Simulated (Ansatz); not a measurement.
Compare A (`CC(F)[SiH2]N`) with its isomer B (`C[SiH2]C(N)F`).

Gas-phase electronic energies from Ansatz, PBE0-D4/def2-TZVP geometries. CCSD(T)/CBS adds triple-zeta CCSD(T) − MP2 to the extrapolated MP2 energy (def2 sets, frozen cores). Functionals use def2-TZVPP. B3LYP here is the variant with VWN-RPA as its local correlation; programs differ in this. One conformer a species, not always the lowest.

Q: Which is lower in electronic energy at CCSD(T)/CBS, and by how much? (An estimate is asked.)

A: Computed: A, by 12.4 kcal/mol.

Q: Give E(B) − E(A) in kcal/mol with CCSD/def2-TZVPP, PBE-D4, r2SCAN-D4, B3LYP-D4, B3LYP, PBE0-D4, MP2/def2-TZVPP. (An estimate is asked.)

A: The calculation gave: CCSD/def2-TZVPP 12.4, PBE-D4 8.9, r2SCAN-D4 10.6, B3LYP-D4 11.2, B3LYP 11.3, PBE0-D4 10.3, MP2/def2-TZVPP 12.4. None reverses the order clearly.

Largest T1 diagnostic: 0.011.

In def2-TZVPP, CCSD(T) changes the Hartree–Fock value by −2.5 kcal/mol (the triples alone add −0.6 kcal/mol) and MP2 by −1.9 kcal/mol. From PBE to PBE0 (25 % exact exchange), in def2-TZVPP and without D4, E(B) − E(A) moves by +1.3 kcal/mol.
